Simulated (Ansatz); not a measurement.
Computed with Ansatz on PBE0-D4/def2-TZVP structures; ΔE is electronic, products minus reactants. CCSD(T)/CBS is the MP2 limit (def2-TZVPP, def2-QZVPP) plus CCSD(T) − MP2 in def2-TZVPP, frozen cores. This one scheme is used for every species. Functionals use def2-TZVPP. HSE06 is defined as in plane-wave codes. For Br outer-core shells are correlated without core-valence functions, which leaves a few kJ/mol of doubt a bond. Scalar relativity is left out up to krypton. One conformer a species, not always the lowest.

Consider the hydrogenolysis of a C–C bond: `BrCCCCBr` + H₂ → `CCCBr` + `CBr`.

(1) Is it downhill or uphill in electronic energy at CCSD(T)/CBS, and by how much? (An estimate is asked.)

(2) What do these levels give: LDA (SPW92), PBE-D4, r2SCANh-D4, HSE06-D4, PBE-QIDH, r2SCAN, BHLYP, RPA@PBE/def2-TZVPP, MP2/def2-SVP, MP2/def2-TZVPP, SCS-MP2/def2-QZVPP, HF/CBS(def2)? (Best estimate.)

(3) What do rigid-rotor, harmonic-oscillator terms from PBE0-D4/def2-TZVP frequencies (298.15 K, 1 bar) make of the CCSD(T)/CBS value? (Best estimate.)

Largest T1 diagnostic among the species: 0.008.

Answers

(1) The calculation gave: Downhill: ΔE = -47.3 kJ/mol.

(2) Ansatz gave: LDA (SPW92) -40.1, PBE-D4 -48.5, r2SCANh-D4 -52.0, HSE06-D4 -52.5, PBE-QIDH -53.7, r2SCAN -53.8, BHLYP -70.5, RPA@PBE/def2-TZVPP -49.9, MP2/def2-SVP -44.2, MP2/def2-TZVPP -43.6, SCS-MP2/def2-QZVPP -50.1, HF/CBS(def2) -81.9 kJ/mol.

(3) Computed: ΔZPE = +19.8 kJ/mol, ΔH = -31.4 kJ/mol, ΔS = 43 J/(mol·K), ΔG = -44.3 kJ/mol. Modes under 50 cm⁻¹ make the entropy rough.

Leaving LDA and LC-ωPBE aside and taking each functional with its dispersion term where it has one, the values, not all of them listed here, spread over 17.1 kJ/mol, from B2PLYP to revPBE-D4. LDA lies +18.2 kJ/mol from PBE without D4. From r2SCAN to r2SCAN0 (25 % exact exchange), in def2-TZVPP and without D4, ΔE moves by −3.1 kJ/mol. The D4 term adds +15.5 kJ/mol with B3LYP and +8.7 kJ/mol with PBE0; it sums over pairs of atoms, weighted by their polarisabilities, and B3LYP, whose exchange is more repulsive, gets the larger term.

B3LYP here is the variant with VWN-RPA as its local correlation; programs differ in this.
